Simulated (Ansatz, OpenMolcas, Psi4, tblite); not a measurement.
**SnO (SMILES [O]=[Sn]): methods side by side**

The species is SnO (2 atoms), meant as a singlet with charge 0. SMILES: `[O]=[Sn]`. Geometry: relaxed at PBE0-D4/def2-TZVP.

```xyz
2

O     0.0000    0.0000   -0.0071
Sn    0.0000    0.0000    1.8107
```

Each level gives the HOMO–LUMO gap (eV). The values are calculated.

| level | kind | program | value (eV) | CPU time |
| --- | --- | --- | --- | --- |
| IPEA1-xTB | semi-empirical | tblite | 4.22 | under 2 s |
| HF/def2-TZVPPD (core potential) | Hartree–Fock | OpenMolcas | 10.59 | 7.5 s |
| SVWN5/def2-TZVPPD (core potential) | LDA | Ansatz | 3.48 | 3.5 s |
| BLYP/def2-TZVPPD (core potential) | GGA | Ansatz | 3.42 | 4.7 s |
| revPBE/def2-TZVPPD (core potential) | GGA | OpenMolcas | 3.48 | 21 s |
| M06-L/def2-TZVPPD (core potential) | meta-GGA | OpenMolcas | 3.74 | 27 s |
| r2SCAN/def2-TZVPPD (core potential) | meta-GGA | OpenMolcas | 3.86 | 28 s |
| M06-2X/def2-TZVPPD (core potential) | hybrid meta-GGA | OpenMolcas | 7.36 | 23 s |
| wB97X-V/def2-TZVPPD (core potential) | range-separated hybrid | Psi4 | 9.50 | 22 s |
| DSD-PBEP86/def2-TZVPPD (core potential, density fitting for correlation) | double hybrid | Psi4 | 8.72 | 8.5 s |

The values span 3.42 to 10.59 eV. Orbital gaps aren't excitation energies, and those of double hybrids come from the SCF part alone; they tend to grow with the share of exact exchange. Times are those of the runs behind each value, whatever else they computed, on shared processors of several kinds: orders of magnitude only.
